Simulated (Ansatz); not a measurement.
Gas-phase electronic energies from Ansatz, PBE0-D4/def2-TZVP geometries. CCSD(T)/CBS is the MP2 limit (def2-TZVPP, def2-QZVPP) plus CCSD(T) − MP2 in def2-TZVPP, frozen cores. This one scheme is used for every species. Functionals use def2-TZVPP. For Ge outer-core shells are correlated without core-valence functions, which leaves a few kJ/mol of doubt a bond. Scalar relativity is left out up to krypton. One conformer a species, not always the lowest.

`[F][Ge][N]([SiH3])[SiH3]` + HCl → `[F][Ge][Cl]` + `[SiH3]N[SiH3]`  (ligand exchange at a Ge–N bond)

`[F][Ge][N]([SiH3])[SiH3]`:

```xyz
11

F     2.125    0.685    1.862
Ge    1.341    1.724    0.659
N     0.209    0.404    0.049
Si   -0.915    0.765   -1.228
Si    0.252   -1.209    0.739
H    -0.712    2.194   -1.598
H    -0.672   -0.087   -2.420
H    -2.320    0.570   -0.785
H     1.567   -1.858    0.527
H    -0.787   -1.994    0.014
H    -0.087   -1.195    2.181
```

HCl:

```xyz
2

Cl   -0.530   -0.304    0.188
H     0.530    0.304   -0.188
```

`[F][Ge][Cl]`:

Z-matrix (Å, degrees):
```
Ge
F 1 1.748
Cl 1 2.180 2 98.3
```

`[SiH3]N[SiH3]`:

```xyz
10

Si    0.578   -0.655   -1.294
N     0.183   -0.475    0.376
Si   -0.636    0.824    1.163
H     0.307    0.645   -1.956
H    -0.227   -1.716   -1.961
H     2.011   -1.019   -1.464
H     0.413   -1.264    0.965
H    -0.752    1.933    0.184
H     0.122    1.284    2.359
H    -1.999    0.443    1.628
```

CCSD(T)/CBS gives -0.35 eV.

Problem. Another level gave -0.48 eV. Which?
A. MP2/def2-TZVPP
B. revPBE-D4/def2-TZVPP
C. LDA (SPW92)/def2-TZVPP
D. r2SCAN0/def2-TZVPP

Solution. D. r2SCAN0 -0.48, LDA (SPW92) -0.40, revPBE-D4 -0.44, MP2/def2-TZVPP -0.29 eV.

Largest T1 diagnostic among the species: 0.014.

From BLYP to BHLYP (50 % exact exchange), in def2-TZVPP and without D4, ΔE moves by +0.04 eV. The D4 term adds +0.14 eV with B3LYP and +0.08 eV with PBE0; it sums over pairs of atoms, weighted by their polarisabilities, and B3LYP, whose exchange is more repulsive, gets the larger term.

B3LYP here is the variant with VWN-RPA as its local correlation; programs differ in this.
